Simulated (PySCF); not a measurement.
Isomers of C4H13NSi, from PBE0-D3(BJ)/def2-SVP geometry optimisation, gas phase in PySCF. One conformer each, no zero-point energy, no frequencies.

**Question.** Which is lower in electronic energy at this level?
A. `[CH3:1][CH2:2][CH2:3][N:4]([CH3:5])[SiH3:6]` with C1–C2–C3–N4 -59°, C2–C3–N4–C5 -71°: A = 3947, B = 1733, C = 1477 MHz, dipole 0.99 D
B. `[H][Si]([H])(C)NC(C)C` (SiH2Me(NHiPr)): A = 5392, B = 1447, C = 1305 MHz, dipole 1.17 D

**Answer.** B. That is SiH2Me(NHiPr) (`N([SiH2]C)C(C)C`), 16.2 kcal/mol below the other.

```json
{"SMILES": "[H][Si]([H])(C)NC(C)C", "mapped SMILES": "–", "E (Eh)": "-503.90563", "relative (kcal/mol)": "0.0", "relative (kJ/mol)": "0.0", "dipole (D)": "1.17"}
{"SMILES": "CCCN(C)[SiH3]", "mapped SMILES": "[CH3:1][CH2:2][CH2:3][N:4]([CH3:5])[SiH3:6]", "E (Eh)": "-503.87974", "relative (kcal/mol)": "16.2", "relative (kJ/mol)": "68.0", "dipole (D)": "0.99"}
```
